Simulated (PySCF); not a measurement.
Computed shifts of a molecule C2H9NOSi2, KT2/pcSseg-1 (PySCF), GIAO, gas phase, atoms alike by connectivity averaged where their shifts nearly agree, in ppm (number of nuclei): ²⁹Si: -26.1 (1), -69.8 (1). ¹⁵N: 346.7 (1). ¹³C: 180.6 (1), 75.2 (1). ¹H: 9.01 (1), 5.35 (3), 5.28 (3), 4.50 (2). References: ²⁹Si against TMS (σ = 361.9 ppm); ¹⁵N against NH3 (σ = 266.2 ppm); ¹³C against TMS (σ = 185.1 ppm); ¹⁷O against H2O (σ = 330.4 ppm); ¹H against TMS (σ = 31.47 ppm), references at their B3LYP-D3(BJ)/def2-TZVP geometries, non-relativistic. Geometry optimised at r2SCAN-D4/def2-SVP. Other conformers were not sampled.

Q: Identify the compound among the candidates.
A) N[Si@H]1COC[SiH2]1
B) O[SiH2]/N=C\C[SiH3]
C) [SiH3]/N=C\CO[SiH3]
D) N[Si@]1(O)CC[SiH2]1

A: C, [SiH3]/N=C\CO[SiH3]
